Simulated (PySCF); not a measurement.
**B(OH)3: from structure and modes to constants**

Level of theory: PBE0 in PySCF with B def2-TZVP, O def2-TZVP, H def2-TZVP; no relativity; density-fitted integrals.

The singlet minimum has C3h symmetry. Masses (u): B 11.00930, O 15.99492, H 1.00782.

```xyz
7
charge 0 multiplicity 1, angstrom
B     0.0000    0.0000    0.0000
O     1.3600    0.1293    0.0000
O    -0.7920    1.1132    0.0000
O    -0.5680   -1.2425    0.0000
H     1.8049   -0.7209    0.0000
H    -0.2782    1.9235    0.0000
H    -1.5267   -1.2026    0.0000
```

Harmonic wavenumbers (cm⁻¹): 428.0 (e', ×2), 441.5 (a'', ×1), 534.6 (e'', ×2), 674.6 (a'', ×1), 885.7 (a', ×1), 1018.4 (e', ×2), 1019.1 (a', ×1), 1470.1 (e', ×2), 3903.8 (e', ×2), 3904.9 (a', ×1).

(1) Find the principal moments of inertia and the rotational constants. What kind of rotor is it?

(2) What is the harmonic zero-point energy?

(3) Find the vibrational entropy and heat capacity at 298.15 K.

(4) Give the standard entropy (298.15 K, 1 bar) by its translational, rotational, vibrational and spin parts, and Cp.

Answers

(1) About the centre of mass I = 50.489, 50.489, 100.98 u Å². With B = 16.8576/I this gives 0.3339, 0.3339, 0.1669 cm⁻¹. The molecule is an oblate symmetric top.

(2) Half the sum of all 15 wavenumbers, 21636/2 = 10818 cm⁻¹, which is 129.4 kJ/mol (1 cm⁻¹ = 0.0119627 kJ/mol).

(3) With u = 1.43878 ω/T, each mode gives S = R[u/(eᵘ−1) − ln(1−e⁻ᵘ)] and C = R u² eᵘ/(eᵘ−1)².
| ω (cm⁻¹) | u | S (J/(mol K)) | C (J/(mol K)) |
| --- | --- | --- | --- |
| 428.0 (×2) | 2.065 | 3.62 | 5.90 |
| 441.5 | 2.130 | 3.44 | 5.77 |
| 534.6 (×2) | 2.580 | 2.41 | 4.91 |
| 674.6 | 3.255 | 1.41 | 3.68 |
| 885.7 | 4.274 | 0.62 | 2.17 |
| 1018.4 (×2) | 4.915 | 0.36 | 1.50 |
| 1019.1 | 4.918 | 0.36 | 1.49 |
| 1470.1 (×2) | 7.094 | 0.06 | 0.35 |
| 3903.8 (×2) | 18.839 | 0.00 | 0.00 |
| 3904.9 | 18.844 | 0.00 | 0.00 |
The sums over all modes are S = 18.7 and C = 38.4 J/(mol K); the softest mode gives 19 % of the entropy (each member, where degenerate).

(4) Sackur–Tetrode with M = 62.02 u gives 160.3; rotation with symmetry number 3 gives 91.2; vibration 18.7; spin R ln 1 = 0.0. The total is 270.3 J/(mol K), and Cp = 4 R + 38.4 = 71.7 J/(mol K).

This need not be the most stable arrangement of these atoms.
